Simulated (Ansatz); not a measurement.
Dissociation curve of NaN, lowest triplet found (which spin is the ground state isn't settled by this scan).

- ROMP2 = Ansatz (a first-principles code) with MP2 on ROHF/aug-cc-pVDZ, frozen core
- UKS-PBE0 = unrestricted PBE0/aug-cc-pVDZ (Ansatz)
- ROCCSDT(Q) = CCSDT(Q)/B on ROHF/aug-cc-pVDZ, frozen core run with Ansatz

Total energies in hartree (comparable only within one method and basis):

```csv
R / Å,ROMP2,UKS-PBE0,ROCCSDT(Q)
1.97,-216.32715,-216.73765,-216.35205
2.08,-216.33582,-216.74503,-216.36120
2.14,-216.33833,-216.74705,-216.36406
2.25,-216.34010,-216.74827,-216.36661
2.34,-216.33959,-216.74764,-216.36687
2.39,-216.33876,-216.74688,-216.36653
2.48,-216.33658,-216.74502,-216.36532
2.54,-216.33474,-216.74355,-216.36421
2.70,-216.32894,-216.73926,-216.36065
2.82,-216.32410,-216.73600,-216.35780
2.97,-216.31784,-216.73215,-216.35441
3.17,-216.30957,-216.72762,-216.35055
3.43,-216.29945,-216.72284,-216.34687
3.79,-216.28720,-216.71804,-216.34384
4.18,-216.27654,-216.71465,—
4.70,—,-216.71207,—
5.24,—,-216.71078,—
5.92,—,-216.71013,—
6.84,—,-216.70989,—
8.03,—,-216.70984,—
```

Dashes: no converged value, or the column stops at the first point that the program doubted or that broke a chosen test of continuity, which isn't proof of a fault.

The scan ran from 1.72 to 8.03 Å; beyond the distances shown full CI changes its symmetry label. The T1 diagnostic of CCSD on the restricted reference of ROMP2, ROCCSDT(Q) exceeds 0.045 at 1.97 to 5.92 Å. The unrestricted determinant behind UKS-PBE0 is spin-contaminated at 2.14 to 8.03 Å (<S²> up to 3.0, against 2.00 for a pure triplet).
